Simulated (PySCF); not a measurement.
**Excitation energy of P+ by level of theory**

P+ [Ne] 3s2 3p2 (3P) → P+ [Ne] 3s1 3p3 (5S), as a difference of total energies. Calculation: PySCF 2.14, in aug-cc-pwCVTZ; no relativity, point nucleus. Correlated levels: nothing frozen. The calculations carry no spin-orbit coupling.

```
                 method  excitation energy (eV)
                    UHF                   3.894
    MP2 (all electrons)                   5.174
SCS-MP2 (all electrons)                   5.648
   CCSD (all electrons)                   5.387
CCSD(T) (all electrons)                   5.468
```

**Question.** How much does correlation contribute at CCSD(T) (all electrons)?

**Answer.** 5.468 − (3.894) = 1.574 eV, measured against UHF.

Errors of the correlated levels include the incompleteness of this basis.

For comparison: 5.627 eV (measured; NIST levels, between the centres of gravity of the two terms).
